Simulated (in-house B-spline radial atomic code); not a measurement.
LDA VWN5 excitations of Sr⁸⁺

Method: LDA VWN5. Computed with a B-spline radial code for spherical atoms: linear response of the closed shell [Ar] 3d10 4s2 with the functional's adiabatic kernel; scalar-relativistic (spin-free one-electron X2C), finite nucleus, no spin-orbit coupling, no double excitations, S, P, D and F terms only; shells from n = 2 respond. Only terms of natural parity with L up to 3 were computed.

Command:
```bash
python run_td.py task.json out
```
Settings (radii: box in bohr, nucleus in fm):
```
Z                        38
electrons                30
configuration            [Ar] 3d10 4s2
hamiltonian              x2c
method                   lda,vwn
box_radius               11.59
rms_radius               4.224
intervals                69
```

Run time, properties included: 0.6 s on 1 thread of Intel(R) Xeon(R) Platinum 8375C CPU @ 2.90GHz (Ice Lake), with other jobs on the host.

The lowest states, in the order of their Tamm-Dancoff energies; the method's threshold (minus the highest occupied level) is 151.15 eV. Labels give the largest channel, * marks a mixed state, and oscillator strengths are full-response dipole values. Semilocal kernels can invert the small singlet-triplet splittings of Rydberg terms. Energies in eV:

```tsv
state	full response	Tamm-Dancoff	oscillator strength
4s → 4p 3P	19.951	20.062	-
4s → 4p 1P	26.854	27.729	1.47
4s → 4d 3D	54.09	54.13	-
4s → 4d 1D	56.68	56.72	-
4s → 5s 3S	76.53	76.53	-
4s → 5s 1S	?	?	-
4s → 4f 3F	84.72	84.74	-
4s → 5p 3P	85.22	85.23	-
4s → 4f 1F	85.54	85.55	-
4s → 5p 1P	85.58	85.63	0.137
4s → 5d 3D	98.75	98.76	-
4s → 5d 1D	98.98	98.99	-
4s → 6s 3S	107.25	107.25	-
4s → 6s 1S	?	?	-
4s → 6p 3P	111.31	111.31	-
4s → 5f 3F	111.34	111.35	-
```

(1) Where does 4s → 5s 1S lie?

(2) Where does 4s → 6s 1S lie?

(3) How large is the singlet-triplet splitting of 4s → 4p (P terms) in Tamm-Dancoff?

(4) What polarisabilities and dispersion coefficient does the method give?

## Answers

(1) At 77.70 eV in full response, 77.75 eV in Tamm-Dancoff.

(2) At 107.59 eV in full response, 107.60 eV in Tamm-Dancoff.

(3) 7.67 eV, from the unrounded values.

(4) Dipole 1.672 bohr³, quadrupole 1.374 bohr⁵, C6 2.492 hartree·bohr⁶ for two such species.
